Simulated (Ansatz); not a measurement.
trifluoromethane (CHF$_{3}$), singlet, at a GFN2-xTB geometry; PBE0/def2-SVP in Ansatz (a quantum-chemistry and plane-wave program).

Input for Ansatz:
Ansatz 0.2 input:
```yaml
crystal:
  periodic: [false, false, false]
  atoms:
    - {symbol: C, position_ang: [0.00184574, 0.00147866, 0.33702587]}
    - {symbol: H, position_ang: [0.00789083, 0.00632154, 1.44084271]}
    - {symbol: F, position_ang: [0.02727377, 1.24268325, -0.13386700]}
    - {symbol: F, position_ang: [1.06198689, -0.64643979, -0.13124532]}
    - {symbol: F, position_ang: [-1.09136790, -0.59793163, -0.11966522]}
basis:
  gaussian:
    orbitals: def2-SVP
hamiltonian:
  xc: pbe0
```

What does Ansatz print? Leave out banner, timings and long lists.


```
Functional definition: PBE0
660 factors; their error is unknown
mean field evaluation 1: about -9186.5777 eV, gradient 3.2e1 eV
mean field evaluation 2: about -9185.6715 eV, gradient 4.1e1 eV
mean field evaluation 4: about -9188.0248 eV, gradient 4.7e-1 eV
mean field evaluation 8: about -9188.0355 eV, gradient 5.0e-3 eV
mean field -9188.03554235 eV, -337.6540783072 hartree, gradient 8.7e-5 eV, S^2 0.000000; 0 other end points of the search recorded, 0 dependent functions left out
reference -9188.03555306 eV, -337.6540787006 hartree; 17, 17 occupied and 44, 44 virtual orbitals, 660 factors
Total energy: -9188.03555306 eV, -337.6540787006 hartree
```
